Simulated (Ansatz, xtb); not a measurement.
**C5H3NS2: which of two isomers lies lower**

We compare I, `N#Cc1cscc1S`, a singlet, with II, `N#Cc1sccc1S`, a singlet. Both are isolated molecules in the gas phase, relaxed with B3LYP-D3(BJ)/def2-SVP; the shapes shown needn't be the lowest conformers.

I (Å):

```json
{"atom": "C", "x (Å)": "-1.8420", "y (Å)": "-0.0871", "z (Å)": "1.1239"}
{"atom": "C", "x (Å)": "-1.3993", "y (Å)": "0.5234", "z (Å)": "-0.0873"}
{"atom": "C", "x (Å)": "-1.6231", "y (Å)": "1.8494", "z (Å)": "-0.4037"}
{"atom": "C", "x (Å)": "-0.3668", "y (Å)": "0.6512", "z (Å)": "-2.1756"}
{"atom": "C", "x (Å)": "-0.6666", "y (Å)": "-0.1757", "z (Å)": "-1.1207"}
{"atom": "N", "x (Å)": "-2.1983", "y (Å)": "-0.5923", "z (Å)": "2.1069"}
{"atom": "S", "x (Å)": "-0.9612", "y (Å)": "2.2624", "z (Å)": "-1.9305"}
{"atom": "S", "x (Å)": "-0.2616", "y (Å)": "-1.8876", "z (Å)": "-0.9391"}
{"atom": "H", "x (Å)": "-2.1476", "y (Å)": "2.5853", "z (Å)": "0.2025"}
{"atom": "H", "x (Å)": "0.1725", "y (Å)": "0.4023", "z (Å)": "-3.0873"}
{"atom": "H", "x (Å)": "0.3782", "y (Å)": "-2.0003", "z (Å)": "-2.1242"}
```

II (Å):

```xyz
11

C    -1.2135   -0.4157    1.5390
C    -1.2333    0.2835    0.3102
C    -1.5564    1.9546   -1.4897
C    -0.9307    0.8211   -1.9439
C    -0.7380   -0.1520   -0.9147
N    -1.1964   -0.9926    2.5489
S    -1.9311    1.8835    0.1881
S     0.0265   -1.7291   -1.1101
H    -1.8191    2.8402   -2.0667
H    -0.6155    0.6798   -2.9779
H     0.2821   -1.5871   -2.4293
```

Quicker runs give these differences E(II) − E(I): GFN2-xTB −0.88 kcal/mol; HF/STO-3G −0.51 kcal/mol (at GFN2-xTB geometries); r2SCAN-D4/def2-SVP −1.10 kcal/mol (at GFN2-xTB geometries).

Question: Estimate E(II) − E(I) at the level CCSD(T)/def2-SVP + ΔMP2/def2-TZVPP.

Answer: CCSD(T)/def2-SVP + ΔMP2/def2-TZVPP gives E(II) − E(I) = +0.31 kcal/mol, slightly favouring structure I, which is too small a margin to settle the true order.

The same difference at several levels:

| level | geometry | E(II) − E(I) (kcal/mol) | departure from the last row (kcal/mol) | job, with rough time for the two |
| --- | --- | --- | --- | --- |
| GFN2-xTB | GFN2-xTB | −0.88 | −1.18 | optimisation, 0.23 s |
| HF/STO-3G | GFN2-xTB | −0.51 | −0.82 | single point, 0.74 s |
| r2SCAN-D4/def2-SVP | GFN2-xTB | −1.10 | −1.41 | single point, 8.4 s |
| B3LYP-D3(BJ)/def2-SVP | B3LYP-D3(BJ)/def2-SVP | −0.78 | −1.09 | optimisation, 50 s |
| HF/def2-SVP | B3LYP-D3(BJ)/def2-SVP | +0.40 | +0.10 | part of the CCSD(T) run |
| MP2/def2-SVP | B3LYP-D3(BJ)/def2-SVP | −0.06 | −0.37 | part of the CCSD(T) run |
| CCSD(T)/def2-SVP | B3LYP-D3(BJ)/def2-SVP | +0.07 | −0.24 | single point |
| CCSD(T)/def2-SVP + ΔMP2/def2-TZVPP | B3LYP-D3(BJ)/def2-SVP | +0.31 |  | single point, 2.3 min |

As drawn, both hold the same kinds of bond in the same numbers.

The largest departure from CCSD(T)/def2-SVP + ΔMP2/def2-TZVPP is that of r2SCAN-D4/def2-SVP, 1.41 kcal/mol. The last row adds to CCSD(T) the change of the MP2 difference between the two basis sets, here +0.24 kcal/mol.

With thermal terms from frequencies at re-optimised GFN2-xTB minima (ideal gas, soft modes damped towards free rotors, one conformer each, 298.15 K, 1 atm): on the last row, ΔE + ΔZPE = +0.36, ΔH = +0.37, ΔG = +0.33 kcal/mol.

The correlated steps freeze 16 core orbitals. Programs: Ansatz 0.2.0, xtb 6.7.1; the last row on 2 threads of Arm Neoverse V1 on a shared host.
